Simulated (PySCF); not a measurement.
**Steps of a relaxation of [Ce(H2O)4]3+**

[Ce(H2O)4]3+ (singlet in the valence; each metal's 4f electrons, 1 of them, lie in its core potential, out of spins and levels; a saddle point, relaxed within its symmetry). PySCF 2.14.0, RKS PBE0, Ce lcecp-1-SVP with ECP47, O def2-SVP, H def2-SVP; non-relativistic Hamiltonian with scalar-relativistic core potentials where named; density fitting; no spin-orbit coupling. Origin of the start: template. Columns: position (Å) and force (eV/Å). Energies are counted from the last step; some of the 7 steps are shown. Forces carry noise of the integration grid, about 0.01 to 0.03 eV/Å.

Run from Python with OMP_NUM_THREADS=2. Where DIIS fails, smearing, a level shift and second-order steps follow.
It took 65 s on 2 threads of Arm Neoverse V1, on a shared host, from the converged density of the start.

```xyz
13
step 0  E = 0.291 eV
Ce    0.0000    0.0000    0.0000     0.00    0.00    0.00
O     1.4708    1.4708    1.4708    -0.96   -0.90   -0.90
H     1.8114    1.2670    2.3559     0.23   -0.03    0.43
H     1.8114    2.3559    1.2670     0.23    0.43   -0.03
O    -1.4708   -1.4708    1.4708     0.96    0.90   -0.90
H    -1.8114   -1.2670    2.3559    -0.23    0.03    0.43
H    -1.8114   -2.3559    1.2670    -0.23   -0.43   -0.03
O     1.4708   -1.4708   -1.4708    -0.96    0.90    0.90
H     1.8114   -2.3559   -1.2670     0.23   -0.43    0.03
H     1.8114   -1.2670   -2.3559     0.23    0.03   -0.43
O    -1.4708    1.4708   -1.4708     0.96   -0.90    0.90
H    -1.8114    2.3559   -1.2670    -0.23    0.43    0.03
H    -1.8114    1.2670   -2.3559    -0.23   -0.03   -0.43
```

```xyz
13
step 2  E = 0.042 eV
Ce    0.0000    0.0000    0.0000     0.00    0.00    0.00
O     1.4161    1.4034    1.4034     0.14    0.31    0.31
H     1.7615    1.2326    2.3161    -0.14   -0.08   -0.36
H     1.7615    2.3161    1.2326    -0.14   -0.36   -0.08
O    -1.4161   -1.4034    1.4034    -0.14   -0.31    0.31
H    -1.7615   -1.2326    2.3161     0.14    0.08   -0.36
H    -1.7615   -2.3161    1.2326     0.14    0.36   -0.08
O     1.4161   -1.4034   -1.4034     0.14   -0.31   -0.31
H     1.7615   -2.3161   -1.2326    -0.14    0.36    0.08
H     1.7615   -1.2326   -2.3161    -0.14    0.08    0.36
O    -1.4161    1.4034   -1.4034    -0.14    0.31   -0.31
H    -1.7615    2.3161   -1.2326     0.14   -0.36    0.08
H    -1.7615    1.2326   -2.3161     0.14   -0.08    0.36
```

```xyz
13
step 4  E = 0.001 eV
Ce    0.0000    0.0000    0.0000     0.00    0.00    0.00
O     1.3876    1.3967    1.3967     0.05    0.02    0.02
H     1.7615    1.2002    2.2842    -0.03   -0.03    0.00
H     1.7615    2.2842    1.2002    -0.03    0.00   -0.03
O    -1.3876   -1.3967    1.3967    -0.05   -0.02    0.02
H    -1.7615   -1.2002    2.2842     0.03    0.03    0.00
H    -1.7615   -2.2842    1.2002     0.03    0.00   -0.03
O     1.3876   -1.3967   -1.3967     0.05   -0.02   -0.02
H     1.7615   -2.2842   -1.2002    -0.03    0.00    0.03
H     1.7615   -1.2002   -2.2842    -0.03    0.03    0.00
O    -1.3876    1.3967   -1.3967    -0.05    0.02   -0.02
H    -1.7615    2.2842   -1.2002     0.03    0.00    0.03
H    -1.7615    1.2002   -2.2842     0.03   -0.03    0.00
```

Q: Where does the relaxation end?

A: It converges at step 6 in D2d:
```xyz
13
step 6  E = 0
Ce    0.0000    0.0000    0.0000
O     1.3911    1.3932    1.3932
H     1.7586    1.1950    2.2825
H     1.7586    2.2825    1.1950
O    -1.3911   -1.3932    1.3932
H    -1.7586   -1.1950    2.2825
H    -1.7586   -2.2825    1.1950
O     1.3911   -1.3932   -1.3932
H     1.7586   -2.2825   -1.1950
H     1.7586   -1.1950   -2.2825
O    -1.3911    1.3932   -1.3932
H    -1.7586    2.2825   -1.1950
H    -1.7586    1.1950   -2.2825
```

Q: How did the contacts change?

A: 
| contact | start (Å) | end (Å) |
| --- | --- | --- |
| Ce1–O2 (H2O) | 2.548 | 2.412 |
| Ce1–O5 (H2O) | 2.548 | 2.412 |
| Ce1–O8 (H2O) | 2.548 | 2.412 |
| Ce1–O11 (H2O) | 2.548 | 2.412 |


An lcecp potential fixes the number of 4f electrons, so in runs with it no electron can move into or out of that shell.
